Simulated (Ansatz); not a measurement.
Two members of one family (GaH3 adduct), computed with Ansatz in the gas phase. The two geometries come from different levels. Binding counts from free atoms in the multiplicity of their measured ground term, without zero-point energy. The structures are stationary points that may keep the symmetry of their start.

First: Ga(CO)H3 (singlet, charge 0, PBE0-D4/def2-TZVP geometry).

```xyz
6

Ga   -0.104   -0.652   -0.549
C     0.179    1.036    0.859
O     0.296    1.881    1.585
H     0.216   -1.763    0.519
H     1.017   -0.205   -1.556
H    -1.605   -0.297   -0.858
```

```tsv
level	HOMO (eV)	LUMO (eV)	gap (eV)	binding per atom (eV)
LDA (SPW92)/def2-TZVP	-7.24	-3.22	4.02	3.86
PBE-D4/def2-TZVP	-7.14	-3.01	4.14	3.41
BLYP-D4/def2-TZVP	-7.05	-2.91	4.14	3.35
PBE0-D4/def2-SVP	-8.28	-1.88	6.41	3.34
PBE0-D4/def2-TZVP	-8.34	-1.91	6.43	3.32
```

Second: Ga(H2O)H3 (singlet, charge 0, r2SCAN-D4/def2-TZVP geometry).

Cartesian coordinates in Å:
```
Ga 0.387 0.446 0.766
O -0.199 -0.713 -0.988
H -0.460 -0.116 -1.700
H -0.981 -1.241 -0.780
H 0.620 -0.785 1.707
H -0.969 1.236 0.901
H 1.602 1.173 0.095
```

Estimate the same table for the second.


| level | HOMO (eV) | LUMO (eV) | gap (eV) | binding per atom (eV) |
| --- | --- | --- | --- | --- |
| LDA (SPW92)/def2-TZVP | -6.52 | -1.69 | 4.83 | 3.09 |
| PBE-D4/def2-TZVP | -6.47 | -1.52 | 4.95 | 2.70 |
| BLYP-D4/def2-TZVP | -6.38 | -1.55 | 4.83 | 2.69 |
| PBE0-D4/def2-SVP | -7.67 | -0.29 | 7.38 | 2.68 |
| PBE0-D4/def2-TZVP | -7.73 | -0.65 | 7.08 | 2.67 |
